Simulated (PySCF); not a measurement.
CH6FNOSi2, SMILES F[Si@@H]1CN[SiH2]O1.

Geometry optimised at ωB97X-D3(BJ)/def2-SVP. The structure was generated by enumeration; whether it is a known compound was not checked. One conformer was computed; it need not be the lowest.

Two levels are set side by side: PBE/def2-TZVP (PySCF) and CAM-B3LYP/def2-TZVP (PySCF). Same geometry, gas phase. Differences are taken from unrounded values.

```json
[
 {"quantity": "orbital gap (eV)", "CAM-B3LYP": "9.61", "PBE": "4.96", "PBE minus CAM-B3LYP": "-4.65"},
 {"quantity": "highest occupied level (eV)", "CAM-B3LYP": "-8.44", "PBE": "-5.65", "PBE minus CAM-B3LYP": "2.79"},
 {"quantity": "lowest empty level (eV)", "CAM-B3LYP": "1.17", "PBE": "-0.69", "PBE minus CAM-B3LYP": "-1.85"},
 {"quantity": "dipole moment (D)", "CAM-B3LYP": "2.78", "PBE": "2.65", "PBE minus CAM-B3LYP": "-0.13"},
 {"quantity": "mean polarisability (bohr³)", "CAM-B3LYP": "63.9", "PBE": "67.7", "PBE minus CAM-B3LYP": "3.8"}
]
```

PBE's occupied levels lie high since its potential decays too fast outside the molecule; exact exchange lowers them and widens the gap. Loosely held outer electrons make PBE densities more polarisable. Differences between two approximate levels are no errors against the true value.

Rough cost on one machine, each run with all the roots and properties that it gave: CAM-B3LYP against PBE within a factor of 2.
